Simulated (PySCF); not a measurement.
**LDA on Ca (calcium, neutral)**

Configuration: [Ar] 4s2, closed-shell 1S. Computed with PySCF 2.14 in aug-cc-pwCVTZ-X2C (9s8p6d3f, 84 functions), with scalar relativity by spin-free X2C-1e.

```
Total energy                        : -678.599 hartree
One-electron energy                 : -930.583 hartree
Hartree (Coulomb) energy            : 286.352 hartree
Exchange-correlation energy         : -34.367 hartree
⟨S²⟩                                : 0.0000
⟨L²⟩                                : 0.000
Sum of ⟨r⟩                          : 20.76 bohr
Sum of ⟨r²⟩                         : 52.03 bohr²
Langevin diamagnetic susceptibility : -41.2 ×10⁻⁶ cm³/mol
```

| shell | electrons | mean orbital energy (hartree) | rms radius, mean of both spins (bohr) |
| --- | --- | --- | --- |
| 1s | 2 | -144.64391 | 0.0890 |
| 2s | 2 | -15.18081 | 0.398 |
| 2p | 6 | -12.29906 | 0.365 |
| 3s | 2 | -1.72092 | 1.25 |
| 3p | 6 | -1.02843 | 1.39 |
| 4s | 2 | -0.14199 | 4.26 |

Densities and radii are taken from the X2C orbitals without a picture-change correction, which distorts them close to the nucleus.
